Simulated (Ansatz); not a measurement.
Harmonic frequencies (cm⁻¹) at PBE0-D4/def2-TZVP from Ansatz: 33, 40, 80, 114, 172, 385, 400, 512, 600, 617, 724, 727, 789, 868, 926, 938, 952, 956, 979, 1104, 2178, 2197, 2219, 2221, 2227, 2233, 2250.

Each molecule was computed in one conformer, which needn't be the lowest.

(1) Which molecule is it?
A. `C#C[Si](Cl)Cl`•
B. `CC[Te]`•
C. `O[SiH2]C[SiH2]`•
D. `[SiH3]O[SiH][SiH3]`•

## Answers

(1) D.
